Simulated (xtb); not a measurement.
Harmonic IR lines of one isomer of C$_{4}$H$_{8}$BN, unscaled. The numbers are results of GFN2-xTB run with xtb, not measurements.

```csv
wavenumber (cm⁻¹),relative intensity
384,17
451,24
465,7.0
561,35
814,33
859,17
891,4.3
1007,5.0
1020,5.5
1059,3.2
1220,6.5
1247,39
1302,6.1
1386,3.2
1475,22
1577,100
2565,57
2629,65
3036,14
3069,7.3
3101,5.4
3126,11
3529,3.1
```

Problem. Which structure gives these lines?
A) `B/C(N)=C\C=C`
B) `B/C=C/C(=C)N`
C) `B/C=C(\N)C=C`
D) `B/C=C(/N)C=C`

Solution. C, `B/C=C(\N)C=C`
